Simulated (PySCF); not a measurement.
C7H7O, SMILES COc1cc[c]cc1, doublet, GFN2-xTB optimised geometry.

```
15

C      0.83     2.50     0.00
O      1.47     1.24     0.00
C      0.69     0.12     0.00
C      1.39    -1.09     0.00
C      0.70    -2.30     0.00
C     -0.66    -2.25     0.00
C     -1.39    -1.10     0.00
C     -0.70     0.12     0.00
H      1.63     3.23     0.00
H      0.22     2.63    -0.90
H      0.21     2.64     0.89
H      2.47    -1.06     0.00
H      1.25    -3.23     0.00
H     -2.47    -1.10     0.00
H     -1.27     1.04     0.00
```

Density from unrestricted PBE0/def2-TZVP (PySCF) at that geometry.

Minimum of the electron density along straight lines between bonded atoms, close to the bond critical point (lines longer than 1.1 times the sum of covalent radii, or with two minima, are not listed):

```json
[
 {"bond": "C1–O2", "length / Å": "1.406", "ρ at the minimum / e bohr⁻³": "0.261", "∇²ρ there / e bohr⁻⁵": "-0.50", "position (fraction from the first atom)": "0.35"},
 {"bond": "O2–C3", "length / Å": "1.366", "ρ at the minimum / e bohr⁻³": "0.290", "∇²ρ there / e bohr⁻⁵": "[?]", "position (fraction from the first atom)": "0.66"},
 {"bond": "C3–C4", "length / Å": "1.396", "ρ at the minimum / e bohr⁻³": "0.319", "∇²ρ there / e bohr⁻⁵": "-0.95", "position (fraction from the first atom)": "0.52"},
 {"bond": "C4–C5", "length / Å": "1.387", "ρ at the minimum / e bohr⁻³": "0.315", "∇²ρ there / e bohr⁻⁵": "-0.91", "position (fraction from the first atom)": "0.50"},
 {"bond": "C5–C6", "length / Å": "1.366", "ρ at the minimum / e bohr⁻³": "0.329", "∇²ρ there / e bohr⁻⁵": "-0.99", "position (fraction from the first atom)": "0.50"},
 {"bond": "C6–C7", "length / Å": "1.361", "ρ at the minimum / e bohr⁻³": "0.332", "∇²ρ there / e bohr⁻⁵": "-1.00", "position (fraction from the first atom)": "0.51"},
 {"bond": "C3–C8", "length / Å": "1.390", "ρ at the minimum / e bohr⁻³": "0.319", "∇²ρ there / e bohr⁻⁵": "-0.94", "position (fraction from the first atom)": "0.52"},
 {"bond": "C7–C8", "length / Å": "1.396", "ρ at the minimum / e bohr⁻³": "0.310", "∇²ρ there / e bohr⁻⁵": "-0.89", "position (fraction from the first atom)": "0.50"},
 {"bond": "C1–H9", "length / Å": "1.089", "ρ at the minimum / e bohr⁻³": "0.287", "∇²ρ there / e bohr⁻⁵": "-1.03", "position (fraction from the first atom)": "0.65"},
 {"bond": "C1–H10", "length / Å": "1.095", "ρ at the minimum / e bohr⁻³": "0.282", "∇²ρ there / e bohr⁻⁵": "-0.99", "position (fraction from the first atom)": "0.65"},
 {"bond": "C1–H11", "length / Å": "1.095", "ρ at the minimum / e bohr⁻³": "0.282", "∇²ρ there / e bohr⁻⁵": "-0.99", "position (fraction from the first atom)": "0.65"},
 {"bond": "C4–H12", "length / Å": "1.079", "ρ at the minimum / e bohr⁻³": "0.287", "∇²ρ there / e bohr⁻⁵": "-1.03", "position (fraction from the first atom)": "0.65"},
 {"bond": "C5–H13", "length / Å": "1.079", "ρ at the minimum / e bohr⁻³": "0.288", "∇²ρ there / e bohr⁻⁵": "-1.04", "position (fraction from the first atom)": "0.65"},
 {"bond": "C7–H14", "length / Å": "1.079", "ρ at the minimum / e bohr⁻³": "0.287", "∇²ρ there / e bohr⁻⁵": "-1.03", "position (fraction from the first atom)": "0.65"},
 {"bond": "C8–H15", "length / Å": "1.079", "ρ at the minimum / e bohr⁻³": "0.287", "∇²ρ there / e bohr⁻⁵": "-1.02", "position (fraction from the first atom)": "0.65"}
]
```

### Question
Some entries are withheld; supply them.

### Answer

- O2–C3, ∇²ρ there / e bohr⁻⁵: -0.57
